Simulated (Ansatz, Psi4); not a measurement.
The Ansatz (a program for electronic structure) input:
Ansatz 0.2 input:
```yaml
crystal:
  periodic: [false, false, false]
  atoms:
    - {symbol: In, position_ang: [-0.00000000, -0.00000000, 0.00000000]}
    - {symbol: I, position_ang: [2.54499834, -0.41292967, -0.80803752]}
    - {symbol: I, position_ang: [-0.93309036, -1.23964966, 2.21202695]}
    - {symbol: I, position_ang: [-1.61190798, 1.65257933, -1.40398942]}
basis:
  gaussian:
    orbitals: def2-SVP
hamiltonian:
  xc: b3lyp5
accuracy: high
```

Task: Convert this to an input for Psi4.

Result: This is not unique; one that fits is 
```
memory 2 GB

molecule {
0 1
In   -0.00000000   -0.00000000    0.00000000
I     2.54499834   -0.41292967   -0.80803752
I    -0.93309036   -1.23964966    2.21202695
I    -1.61190798    1.65257933   -1.40398942
}

set {
  basis def2-svp
  scf_type pk
  puream true
  d_convergence 1e-8
  dft_radial_points 99
  dft_spherical_points 590
}

energy('b3lyp5')
print_variables()
```

Both were run: Ansatz gave -1083.382857 Eh and Psi4 -1083.382854 Eh, 0.003 mEh apart.
